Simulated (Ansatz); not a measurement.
Geometry optimisation, DFT PBE, scalar-relativistic, plane waves, PAW (Ansatz 0.2.0).

Input:

```yaml
crystal:
  lattice:
    - [-2.29, -3.966396, 0.0]
    - [3.435, -1.983198, 0.0]
    - [0.0, 0.0, 7.17686]
  atoms:
    - { symbol: Be, position: [0.75, 0.5, 0.0] }
    - { symbol: Be, position: [0.5, 0.3333333, 0.25] }
    - { symbol: Be, position: [0.75, 0.5, 0.5] }
    - { symbol: Be, position: [0.5, 0.3333333, 0.75] }
    - { symbol: Be, position: [0.5, 0.0, 0.0] }
    - { symbol: Be, position: [0.25, 0.8333333, 0.25] }
    - { symbol: Be, position: [0.5, 0.0, 0.5] }
    - { symbol: Be, position: [0.25, 0.8333333, 0.75] }
    - { symbol: Be, position: [0.25, 0.5, 0.0] }
    - { symbol: Be, position: [0.0, 0.3333333, 0.25] }
    - { symbol: Be, position: [0.25, 0.5, 0.5] }
    - { symbol: Be, position: [0.0, 0.3333333, 0.75] }
    - { symbol: Be, position: [0.0, 0.0, 0.0] }
    - { symbol: Be, position: [0.75, 0.8333333, 0.25] }
    - { symbol: Be, position: [0.0, 0.0, 0.5] }
    - { symbol: Be, position: [0.75, 0.8333333, 0.75] }
    - { symbol: H, position: [0.5005801, -0.002599, 0.7002902] }
basis:
  ecutwfc: 420.0
kpoints:
  mp_grid: { grid: [5, 5, 3] }
hamiltonian:
  xc: pbe
scf:
  occupations: { method: gaussian, width: 0.1 }
  lower_state_search: "off"
relax:
  f_tol: 0.03
  max_steps: 60
  adjacent_minimum: "off"
output:
  write_density: true
  write_potential: true
  elf: true
  volumetric_format: npy
```

Run as:

```bash
$ ansatz run input.yaml --threads 1 --pin off --max-ram 3072MiB --backend cpu --events-out ev --progress --plain --runs-dir out
```

Where does it end, and by what steps?

It converged. Limits of this set-up: coarse k mesh, odd electron count without spin. After 4 steps the energy has fallen by 0.299 eV; Be4 moved furthest, 0.13 Å.

| step | energy less start (eV) | largest force component (eV/Å) | accepted |
| --- | --- | --- | --- |
| 0 | 0.0000 | 1.489 | yes |
| 1 | -0.1975 | 0.834 | yes |
| 2 | -0.2931 | 0.131 | yes |
| 3 | -0.2910 | 0.130 | no |
| 4 | -0.2994 | 0.028 | yes |

```xyz
17
Lattice="-2.2900 -3.9664 0.0000 3.4350 -1.9832 0.0000 0.0000 0.0000 7.1769" Properties=species:S:1:pos:R:3
Be -0.004 -3.961 -0.007
Be 0.009 -2.650 1.793
Be -0.010 -3.971 3.569
Be 0.115 -2.711 5.391
Be -1.145 -1.983 0.050
Be 2.294 -2.641 1.789
Be -1.144 -1.984 3.558
Be 2.296 -2.537 5.384
Be 1.139 -1.983 -0.007
Be 1.141 -0.659 1.774
Be 1.144 -1.973 3.569
Be 1.105 -0.638 5.366
Be -0.005 0.003 -0.006
Be 1.144 -4.632 1.789
Be -0.002 0.001 3.555
Be 1.055 -4.687 5.384
H -1.127 -1.994 5.137
```

Run time: 55 s on 1 thread of Intel(R) Xeon(R) Platinum 8488C (Sapphire Rapids) (shared host), peak memory 0.49 GiB.
